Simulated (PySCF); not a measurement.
CH6BN, SMILES CBN. Atoms are numbered in the order given.

```xyz
9

B     -0.5318    -0.0862     0.0000
H     -1.7353    -0.1901     0.0000
C      0.1665     1.3235     0.0000
H     -0.1519     1.9124    -0.8763
H     -0.1519     1.9124     0.8763
H      1.2671     1.2862     0.0000
N      0.2048    -1.2762     0.0000
H     -0.2216    -2.1961     0.0000
H      1.2202    -1.3009     0.0000
```
Charge 0, spin multiplicity 1.

Coordinates come from a PBE-D3(BJ)/def2-TZVP optimisation. One conformer was computed; it need not be the lowest.

Level of theory: B3LYP/pcJ-1 in PySCF.

Isotropic couplings with Fermi-contact, spin-dipole and both spin-orbit terms, one fixed conformer, no vibrational averaging. Isotopes: 11B, 13C, 14N, 1H.

**Question.** Estimate the spin–spin coupling constants. (Estimate from the structure and the level; the computed values follow.)

**Answer.** 
```
pair   bonds apart  J (Hz)
-----  -----------  ------
B1–H2            1   132.9
B1–C3            1    58.1
B1–N7            1    20.0
C3–H4            1   122.1
C3–H5            1   122.1
C3–H6            1   125.7
N7–H8            1    61.4
N7–H9            1    59.9
B1–H4            2    -5.6
B1–H5            2    -5.6
B1–H6            2    -5.7
H2–C3            2    12.1
H2–N7            2     4.0
C3–N7            2     1.1
H4–H5            2   -19.7
H4–H6            2   -13.6
H5–H6            2   -13.6
H2–H4            3     1.5
H2–H5            3     1.5
H2–H6            3    10.3
H2–H8            3     6.2
H2–H9            3    15.1
C3–H8            3     9.4
C3–H9            3     4.2
H4–N7            3     1.9
H5–N7            3     1.9
H6–N7            3     2.7
H4–H8            4    -0.4
H4–H9            4    -1.2
H5–H8            4    -0.4
H5–H9            4    -1.2
```
